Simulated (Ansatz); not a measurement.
Job for Ansatz (a quantum-chemistry and plane-wave program): R-MP2/aug-cc-pVTZ on BFH5N (a complex), monomers drawn apart or pushed together.

Ansatz 0.2 input:
```yaml
crystal:
  periodic: [false, false, false]
  atoms:
    - {symbol: B, position_ang: [0.90642385, -0.12577282, 0.06132810]}
    - {symbol: N, position_ang: [-0.14340758, 0.57942984, 0.66532152]}
    - {symbol: H, position_ang: [0.66259924, -0.82367319, -0.87058744]}
    - {symbol: H, position_ang: [1.99912322, -0.02550304, 0.52060940]}
    - {symbol: H, position_ang: [0.01237531, 1.27651616, 1.37837995]}
    - {symbol: H, position_ang: [-1.06485966, 0.63323826, 0.25705540]}
    - {symbol: F, position_ang: [-1.11093709, -1.51535341, 2.79649182]}
    - {symbol: H, position_ang: [-0.77127073, -0.93754266, 2.13870503]}
basis:
  gaussian:
    orbitals: aug-cc-pVTZ
magnetization: {spin_polarized: false}
correlation: {method: mp2, electrons: outside_noble_gas}
scf: {lower_state_search: off}
```

The head of its log:

```
WARN ansatz: RAYON_NUM_THREADS=1 ignored (pool sized by the plan → 1); use --threads N
Functional definition: HF
these checks for a lower state are left out or cut short: stability, starts, cluster_reference, orbital_swaps, neighbouring_geometries, increment
integrals: 0.62 GiB planned
1439 factors; integrals over basis functions are off by at most 9.0e-4 eV
mean field: 0.74 GiB planned
mean field evaluation 1: about -4938.3267 eV, gradient 4.0e1 eV
mean field evaluation 2: about -4938.3270 eV, gradient 4.0e1 eV
mean field evaluation 4: about -4941.3626 eV, gradient 2.7e0 eV
mean field evaluation 8: about -4941.3886 eV, gradient 1.2e-4 eV
mean field -4941.38861524 eV, -181.5926822164 hartree, gradient 1.6e-6 eV, S^2 0.000000; 0 other end points of the search recorded, 0 dependent functions left out
3 core orbitals not correlated
reference -4941.38861524 eV, -181.5926822164 hartree; 10, 10 occupied and 240, 240 virtual orbitals, 1439 factors
```

### Question
Give the final energy of this run.

### Answer
-182.2084 hartree.
